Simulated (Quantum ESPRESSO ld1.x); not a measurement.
Zn4+, 26 electrons, occupied as [Ar] 3d8. Calculated with ld1.x of Quantum ESPRESSO 7.5: non-relativistic Kohn-Sham, LDA (Slater exchange, Perdew-Zunger correlation), spin-polarised, spherical densities, point nucleus; open shells are filled with parallel spins first. Some entries of the table are withheld. Estimate them.

| orbital | occ. | eigenvalue (hartree) | <1/r> (bohr^-1) |
|---|---|---|---|
| 1s up | 1 | -347.4525 | 29.46 |
| 1s down | 1 | -347.4516 | 29.46 |
| 2s up | 1 | -44.0678 | 6.421 |
| 2s down | 1 | -44.0105 | 6.425 |
| 2p up | 3 | -39.1759 | 6.394 |
| 2p down | 3 | -39.1324 | 6.398 |
| 3s up | 1 | -7.0186 | 2.077 |
| 3s down | 1 | -6.9272 | 2.071 |
| 3p up | 3 | -5.4537 | 1.961 |
| 3p down | 3 | -5.3637 | 1.954 |
| 3d up | 5 | -2.7639 | 1.677 |
| 3d down | 3 | -2.6759 | 1.664 |
| 4s up | 0 | -1.8070 | (1) |
| 4s down | 0 | -1.7828 | (2) |
| 4p up | 0 | -1.4393 | 0.6389 |
| 4p down | 0 | -1.4201 | 0.6314 |
| 4d up | 0 | -0.9048 | 0.4904 |
| 4d down | 0 | -0.8935 | 0.4847 |
| 4f up | 0 | -0.5479 | (3) |
| 4f down | 0 | -0.5453 | (4) |

Answer. 
(1) 4s up <1/r> (bohr^-1): 0.7181
(2) 4s down <1/r> (bohr^-1): 0.7109
(3) 4f up <1/r> (bohr^-1): 0.2977
(4) 4f down <1/r> (bohr^-1): 0.2945
